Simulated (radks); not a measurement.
Task: These are the eigenvalues of the occupied orbitals of an atom or ion with whole-number occupations (hartree). Calculated with a radial shooting solver on a logarithmic mesh with Libxc functionals: non-relativistic Kohn-Sham, SCAN, spin-unpolarised, spherical densities, point nucleus; meta-GGA in the generalised Kohn-Sham scheme.

orbital  eigenvalue
1s        -58.51673
2s         -6.41057
2p         -4.97411
5p         -0.35265

Which element is it, and in what charge state? The configuration may be excited.

Result: Z = 13, aluminium, charge +3: Al3+ in [He] 2s2 2p5 5p1. The list shows which subshells hold electrons but not how many an open one holds; the 1s level, -58.517 hartree, gives Z - s = 10.8 by -(Z - s)^2/2, which with screening narrows Z to a few neighbours, and the depths of the outer levels then fix element, charge and occupations together.
